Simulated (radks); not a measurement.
Spherical quantum dot in the effective-mass picture: electrons in a parabolic well V = omega^2 r^2 / 2 with omega = 0.32, all in effective atomic units (hartree* = m*/eps^2 hartree, bohr* = eps/m* bohr), one dielectric constant everywhere. Method: non-relativistic Kohn-Sham, LDA (Slater exchange, Perdew-Wang correlation), spin-polarised, spherical densities; computed with a radial shooting solver with Libxc functionals. Levels are named by radial order and angular momentum (1s, 1p, 1d, 2s, ...), and open shells are averaged over m. Results are scaled to m* = 0.031 and eps = 7.4, for which hartree* = 15.4 meV and bohr* = 12.63 nm.

N = 12, configuration 1s2 1p6 1d(up 4, down 0). This is the lowest configuration that the search found. Occupied and some empty levels:

level,occupation,eigenvalue (meV),<r> (nm)
1s up,1,52.131,39.98
1s down,1,52.560,38.82
1p up,3,54.122,48.15
1p down,3,54.667,47.81
1d up,4,56.547,53.93
1d down,0,57.126,54.02
2s up,0,57.505,45.23
2s down,0,57.835,45.89
1f up,0,59.324,58.61
1f down,0,59.894,58.93
2p up,0,60.620,51.65
2p down,0,60.971,51.85

Energy (meV): total 410.951, kinetic 42.213, external 152.31, Hartree 259.35, exchange-correlation -42.919.
